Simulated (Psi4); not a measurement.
C₂H₉GeInO₂ (SMILES C[O][In]([GeH3])[O]C), singlet, geometry from GFN2-xTB (such geometries of metal compounds can be far from the true shape) (core potentials on In); HF/def2-TZVPP run with Psi4 1.11.

The Psi4 input:
```
memory 2 GB

molecule mol {
0 1
  In    0.055498   -0.467701   -0.093206
  Ge    0.307909    1.878157    1.040887
  H     1.281575    1.872875    2.191992
  H     0.815026    2.954856    0.100718
  H    -0.982705    2.425321    1.619550
  O    -1.268273   -0.423042   -1.644846
  C    -1.874920    0.803293   -1.902859
  H    -1.530322    1.601738   -1.212314
  H    -1.646572    1.127229   -2.923827
  H    -2.961166    0.716142   -1.793301
  O     0.968917   -2.209147    0.269746
  C     0.697789   -3.406559   -0.418816
  H     0.121922   -3.240934   -1.337250
  H     1.651763   -3.874682   -0.684329
  H     0.135611   -4.089122    0.228328
}

set basis def2-tzvpp
set reference rhf

energy('scf')
print_variables()
```

Question: Predict the main parts of the log of this Psi4 run.

Answer: 
```
   => Loading Basis Set <=

    Name: DEF2-TZVPP
    Role: ORBITAL
    Keyword: BASIS

    !!!  WARNING: ECP capability is in beta. Please check occupations closely.  !!!

         ---------------------------------------------------------
                                   SCF
               by Justin Turney, Rob Parrish, Andy Simmonett
                          and Daniel G. A. Smith
                              RHF Reference
         ---------------------------------------------------------

  ==> Geometry <==

    Molecular point group: c1
    Full point group: C1

    Geometry (in Angstrom), charge = 0, multiplicity = 1:

       Center              X                  Y                   Z               Mass
    ------------   -----------------  -----------------  -----------------  -----------------
         IN           0.027591920068    -0.511986930157    -0.142594068667   114.903878776000
         GE           0.280002920068     1.833871069843     0.991498931333    73.921177761000
         H            1.253668920068     1.828589069843     2.142603931333     1.007825032230
         H            0.787119920068     2.910570069843     0.051329931333     1.007825032230
         H           -1.010611079932     2.381035069843     1.570161931333     1.007825032230
         O           -1.296179079932    -0.467327930157    -1.694234068667    15.994914619570
         C           -1.902826079932     0.759007069843    -1.952247068667    12.000000000000
         H           -1.558228079932     1.557452069843    -1.261702068667     1.007825032230
         H           -1.674478079932     1.082943069843    -2.973215068667     1.007825032230
         H           -2.989072079932     0.671856069843    -1.842689068667     1.007825032230
         O            0.941010920068    -2.253432930157     0.220357931333    15.994914619570
         C            0.669882920068    -3.450844930157    -0.468204068667    12.000000000000
         H            0.094015920068    -3.285219930157    -1.386638068667     1.007825032230
         H            1.623856920068    -3.918967930157    -0.733717068667     1.007825032230
         H            0.107704920068    -4.133407930157     0.178939931333     1.007825032230

  Running in c1 symmetry.

  Rotational constants: A =      0.06651  B =      0.02631  C =      0.01911 [cm^-1]
  Rotational constants: A =   1993.99179  B =    788.65864  C =    573.03402 [MHz]
  Nuclear repulsion =  580.461030378369969

  Charge       = 0
  Multiplicity = 1
  Electrons    = 90
  Nalpha       = 45
  Nbeta        = 45

  ==> Algorithm <==

  SCF Algorithm Type is DF.
  DIIS enabled.
  MOM disabled.
  Fractional occupation disabled.
  Guess Type is SAD.
  Energy threshold   = 1.00e-06
  Density threshold  = 1.00e-06
  Integral threshold = 1.00e-12

  ==> Primary Basis <==

  Basis Set: DEF2-TZVPP
    Blend: DEF2-TZVPP
    Number of shells: 130
    Number of basis functions: 348
    Number of Cartesian functions: 393
    Spherical Harmonics?: true
    Max angular momentum: 3

  Core potential: DEF2-TZVPP
    Number of shells: 4
    Number of ECP primitives: 18
    Number of ECP core electrons: 28
    Max angular momentum: 3

   => Loading Basis Set <=

    Name: (DEF2-TZVPP AUX)
    Role: JKFIT
    Keyword: DF_BASIS_SCF

  ==> Integral Setup <==

  SCF_SUBTYPE=INCORE selected. In-core MEM_DF algorithm will be used.
  Using in-core AOs.

  ==> MemDFJK: Density-Fitted J/K Matrices <==

    J tasked:                   Yes
    K tasked:                   Yes
    wK tasked:                   No
    Algorithm:                 Core
    Schwarz Cutoff:           1E-12
    Mask sparsity (%):      20.0357
    Fitting Condition:        1E-10

   => Auxiliary Basis Set <=

  Basis Set: (DEF2-TZVPP AUX)
    Blend: DEF2-UNIVERSAL-JKFIT
    Number of shells: 260
    Number of basis functions: 950
    Number of Cartesian functions: 1224
    Spherical Harmonics?: true
    Max angular momentum: 5

  Minimum eigenvalue in the overlap matrix is 4.9904919221E-04.
  Reciprocal condition number of the overlap matrix is 6.3564915717E-05.
    Using symmetric orthogonalization.

  ==> Pre-Iterations <==

  SCF Guess: Superposition of Atomic Densities via on-the-fly atomic UHF (no occupation information).

   -------------------------
    Irrep   Nso     Nmo
   -------------------------
     A        348     348
   -------------------------
    Total     348     348
   -------------------------

  ==> Iterations <==

                           Total Energy        Delta E     RMS |[F,P]|

   @DF-RHF iter SAD: -2489.50561781123042   -2.48951e+03   0.00000e+00
   @DF-RHF iter   1: -2493.63826963167094   -4.13265e+00   8.44022e-03 ADIIS/DIIS
   @DF-RHF iter   2: -2494.21662373064100   -5.78354e-01   8.30110e-03 ADIIS/DIIS
   @DF-RHF iter   3: -2495.36082263727030   -1.14420e+00   3.95923e-04 ADIIS/DIIS
   @DF-RHF iter   4: -2495.36993869893695   -9.11606e-03   1.50925e-04 ADIIS/DIIS
   @DF-RHF iter   5: -2495.37131797759321   -1.37928e-03   6.18668e-05 DIIS
   @DF-RHF iter   6: -2495.37156458416894   -2.46607e-04   1.40452e-05 DIIS
   @DF-RHF iter   7: -2495.37158741622625   -2.28321e-05   4.31245e-06 DIIS
   @DF-RHF iter   8: -2495.37158977425588   -2.35803e-06   9.86980e-07 DIIS
   @DF-RHF iter   9: -2495.37158997808228   -2.03826e-07   3.04529e-07 DIIS
  Energy and wave function converged.

  ==> Post-Iterations <==

    Orbital Energies [Eh]
    ---------------------

    Doubly Occupied:

[...]
    Virtual:

[...]
    Final Occupation by Irrep:
              A
    DOCC [    45 ]
    NA   [    45 ]
    NB   [    45 ]

  @DF-RHF Final Energy: -2495.37158997808228

   => Energetics <=

    Nuclear Repulsion Energy =            580.4610303783699692
    One-Electron Energy =               -4703.9332389264018275
    Two-Electron Energy =                1628.1006185699495745
    Total Energy =                      -2495.3715899780818290

Computation Completed

Properties will be evaluated at   0.000000,   0.000000,   0.000000 [a0]

Properties computed using the SCF density matrix

 Multipole Moments:

 ------------------------------------------------------------------------------------
     Multipole            Electronic (a.u.)      Nuclear  (a.u.)        Total (a.u.)
 ------------------------------------------------------------------------------------

 L = 1.  Multiply by 2.5417464519 to convert [e a0] to [Debye]
 Dipole X            :          7.6773183           -7.6826876           -0.0053693
 Dipole Y            :        -16.6930240           17.2151863            0.5221624
 Dipole Z            :          3.7420381           -3.4679331            0.2741050
 Magnitude           :                                                    0.5897592

 ------------------------------------------------------------------------------------

  Variable Map:
  ----------------------------------------------------------------------------
[...]
  Array Variable Map:
  ----------------------------------------------------------------------------
[...]
[...]
```
